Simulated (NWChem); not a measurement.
Species: silanone (SiH$_{2}$O); SMILES O=[SiH2]

```xyz
4

Si     0.0000     0.0000    -0.4472
O      0.0000     0.0000     1.1052
H      0.0000    -1.2480    -1.2907
H      0.0000     1.2480    -1.2907
```
Atoms are numbered in this order, from 1.

Computed with NWChem. All runs use the structure optimised with PBE-D3(BJ)/def2-SVP.

Question: Taking PBE0/def2-QZVP as the yardstick, which of these has the fewest basis functions while keeping “highest occupied level (eV)” within 0.1 eV of it: PBE0/def2-TZVP; PBE0/def2-SVPD; PBE0/def2-SVP; PBE0/def2-TZVPP?

Answer: PBE0/def2-SVPD.
| level | basis functions | highest occupied level (eV) |
|---|---|---|
| PBE0/def2-SVP | 42 | -8.05 |
| PBE0/def2-SVPD | 63 | -8.27 |
| PBE0/def2-TZVP | 80 | -8.20 |
| PBE0/def2-TZVPP | 101 | -8.20 |
| PBE0/def2-QZVP | 187 | -8.24 |

The yardstick is one finite set, not the basis-set limit.
